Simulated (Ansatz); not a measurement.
Calculated with Ansatz (gas phase, PBE0-D4/def2-TZVP geometries, no zero-point term in ΔE). CCSD(T)/CBS is the MP2 limit (def2-TZVPP, def2-QZVPP) plus CCSD(T) − MP2 in def2-TZVPP, frozen cores. This one scheme is used for every species. Functionals use def2-TZVPP. One conformer a species, not always the lowest.

`CN([SiH2]F)[SiH](O)O` + `SS` → `F[SiH2]SS` + `CN[SiH](O)O`  (ligand exchange at the Si–N bond)

```
               species  r2SCAN energy (Eh)
`CN([SiH2]F)[SiH](O)O`          -927.12820
                  `SS`          -797.55472
           `F[SiH2]SS`         -1187.57399
         `CN[SiH](O)O`          -537.10629
```

Q: Work out ΔE.

A: ΔE = (-1187.57399) + (-537.10629) − (-927.12820) − (-797.55472) = 0.00264 Eh = +0.07 eV. CCSD(T)/CBS gives +0.11 eV.

Largest T1 diagnostic among the species: 0.012.

The D4 term adds +0.05 eV with B3LYP and +0.03 eV with PBE0; it sums over pairs of atoms, weighted by their polarisabilities, and B3LYP, whose exchange is more repulsive, gets the larger term. From PBE to PBE0 (25 % exact exchange), in def2-TZVPP and without D4, ΔE moves by +0.03 eV.

B3LYP here is the variant with VWN-RPA as its local correlation; programs differ in this.
